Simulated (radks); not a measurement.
Re50+, configuration [Ar] 3d7 (the NIST ground configuration). All-electron calculation, scalar-relativistic Kohn-Sham, PBE, spin-polarised, spherical densities, finite nucleus; open shells are filled with parallel spins first (spin-orbit coupling, left out, can overturn this in heavy ions); Fermi nuclear charge, rms radius 5.3698 fm. Program: a radial shooting solver on a logarithmic mesh with Libxc functionals.

Normalised radial functions P(r) = r R(r), r in bohr:

r          2p down
0.0006681   0.0097
0.0008291   0.0140
0.001029    0.0200
0.001277    0.0286
0.001598    0.0416
0.001983    0.0596
0.002461    0.0853
0.003055    0.1219
0.003791    0.1738
0.004705    0.2469
0.005839    0.3488
0.007306    0.4953
0.009067    0.6876
0.01125     0.9419
0.01397     1.2685
0.01733     1.6714
0.02151     2.1424
0.0267      2.6530
0.0334      3.1639
0.04146     3.5503
0.05145     3.7275
0.06386     3.6054
0.07925     3.1526
0.09836     2.4355
0.1221      1.6168
0.1527      0.8684
0.1895      0.3775
0.2352      0.1237
0.292       0.0286
0.3624      0.0043
0.4497      0.0004
0.5582      0.0000

2p down: eigenvalue -13740.2 eV, 0 radial nodes, <r> = 0.0680 bohr, 90 % of the charge inside 0.111 bohr.
